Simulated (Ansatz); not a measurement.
Ansatz (an electronic-structure program) input:

Ansatz 0.2 input:
```yaml
crystal:
  periodic: [false, false, false]
  atoms:
    - {symbol: Cl, position_ang: [-0.00000000, -0.00000000, -1.39210320]}
    - {symbol: Br, position_ang: [0.00000000, 0.00000000, 0.67616441]}
basis:
  gaussian:
    orbitals: def2-SVPD
total_charge: 1
magnetization: {spin_polarized: true, initial_magnetization: 1}
correlation: {method: ccsd_t, electrons: outside_noble_gas}
output: {forces: true}
```

Problem. What final total energy does it print?

Solution. -3031.33285 Eh (CCSD(T)/def2-SVPD). The basis has 68 functions.
